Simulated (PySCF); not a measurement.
NICS in isomers of C6H13NOSi2.

Definitions: NICS(0) = −σiso at the ring centroid; NICS(1) = −σiso and NICS(1)zz = −σzz at ±1 Å along the ring normal z. Level: GIAO PBE0/pcSseg-1 (PySCF, non-relativistic, gas phase) on the GFN2-xTB geometries, one conformer each. Atom numbers follow the mapped SMILES.

Question: Order these rings by mean NICS(1)zz, lowest (most negative) first (ppm).
A. ring C6–N7–C8–C9–O10 in `[SiH3:1][CH2:2][SiH2:3][CH2:4][CH2:5][c:6]1[n:7][cH:8][cH:9][o:10]1`
B. ring C3–C4–C5–Si9–Si10 in `[CH3:1][O:2][C@@H:3]1[CH2:4][C@@H:5]([CH2:6][C:7]#[N:8])[SiH2:9][SiH2:10]1`
C. ring C5–C6–C9–Si10 in `[CH3:1][C:2](=[O:3])[NH:4][C:5]1=[C:6]([CH2:7][SiH3:8])[CH2:9][SiH2:10]1`
D. ring C4–C5–C6–Si9–Si10 in `[CH3:1][CH2:2][O:3][C@@H:4]1[CH2:5][C@@H:6]([C:7]#[N:8])[SiH2:9][SiH2:10]1`
E. ring C6–C7–C8–C9–O10 in `[CH3:1][N:2]([SiH3:3])[CH2:4][SiH2:5][c:6]1[cH:7][cH:8][cH:9][o:10]1`

Answer: A (-29.5), E (-27.9), D (-2.0), B (-0.8), C (2.6).

```tsv
SMILES	ring	NICS(0)	NICS(1)	NICS(1)zz	HOMA	rms pucker (Å)	ring atoms with four or more neighbours
[SiH3]C[SiH2]CCc1ncco1	5-membered ring with N and O; formal bonds all aromatic	-11.3	-10.4	-29.5	0.46	0.00	0
CN([SiH3])C[SiH2]c1ccco1	5-membered ring with O; formal bonds all aromatic	-11.9	-10.9	-27.9	0.48	0.00	0
CCO[C@@H]1C[C@@H](C#N)[SiH2][SiH2]1	5-membered ring with 2 Si; formal bonds all single	-4.5	-3.9	-2.0	–	0.22	5
CO[C@@H]1C[C@@H](CC#N)[SiH2][SiH2]1	5-membered ring with 2 Si; formal bonds all single	-4.1	-3.6	-0.8	–	0.21	5
CC(=O)NC1=C(C[SiH3])C[SiH2]1	4-membered ring with Si; formal bonds 1 double, 3 single	-2.9	-2.7	2.6	–	0.01	2
```

NICS(0) gives another order. The isotropic NICS(1) gives another order. HOMA uses Krygowski's 1993 parameters; it is left out where a ring has a four-coordinate atom, a triple bond, no multiple bond or a kind of bond without parameters. NICS(1) and NICS(1)zz are means over the two faces.
